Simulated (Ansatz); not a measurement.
```xyz
12

B     1.4245   -0.0095   -0.0488
N     0.7145    1.1916    0.0174
B    -0.7511    1.2254    0.0320
N    -1.4179    0.0053   -0.0482
B    -0.7305   -1.2658    0.0389
N     0.7163   -1.2174   -0.0453
H     2.6675   -0.0299    0.0142
H     1.1949    2.0905    0.0319
H    -1.2869    2.2457   -0.0262
H    -2.4855   -0.0153   -0.0250
H    -1.2827   -2.2616   -0.0346
H     1.2215   -2.0785   -0.0313
```

Basis set: 6-31G* (spherical functions). Left uncorrelated: 6 orbitals. Charge 0, multiplicity 1.

Computed with Ansatz (development build ahead of 0.2.0); each method stands on the lowest determinant of its kind that the runs found. Restricted open shells among the atoms or ions are ROHF, correlated in semicanonical orbitals with singles.

The atomization energy at this shape (free ground-state atoms in the same class of orbitals less the molecule, no zero-point energy) of singlet B₃N₃H₆:

```json
{"method": "RHF", "atomization energy": "39.20 eV"}
```

Problem. What does RHF-MP2 give?

Solution. 49.12 eV. Caution: the shape is not the minimum.
